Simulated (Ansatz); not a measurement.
One change: `[SiH3]Br` becomes `Cl[SiH2]Br`.

Ansatz, PBE0-D4/def2-TZVP geometries, multiplicity 1. 

Scalar relativity is left out up to krypton.

| property | `[SiH3]Br` |
| --- | --- |
| HOMO–LUMO gap (PBE/def2-TZVPP) / eV | 5.96 |
| ideal-gas entropy at 298 K and 1 bar (rigid rotor, harmonic PBE0-D4/def2-TZVP) / J/(mol·K) | 263 |
| HOMO–LUMO gap (ωB97M-V/def2-TZVPP) / eV | 12.13 |
| HOMO energy (PBE/def2-TZVPP) / eV | -7.21 |
| LUMO energy (PBE/def2-TZVPP) / eV | -1.25 |
| HOMO energy (PBE0/def2-TZVPP) / eV | -8.48 |

Question: What does the change do to each property? (Best estimate.)

Answer: The calculation gave: 
```
                                                                                  property  `Cl[SiH2]Br`  shift
                                                       HOMO–LUMO gap (PBE/def2-TZVPP) / eV          6.17   0.21
ideal-gas entropy at 298 K and 1 bar (rigid rotor, harmonic PBE0-D4/def2-TZVP) / J/(mol·K)           305     42
                                                   HOMO–LUMO gap (ωB97M-V/def2-TZVPP) / eV         12.48   0.35
                                                         HOMO energy (PBE/def2-TZVPP) / eV         -7.41  -0.20
                                                         LUMO energy (PBE/def2-TZVPP) / eV         -1.24   0.01
                                                        HOMO energy (PBE0/def2-TZVPP) / eV         -8.70  -0.22
```

Spin–orbit coupling is left out; it splits and shifts lone-pair levels of the heavy atoms by tenths of an eV.
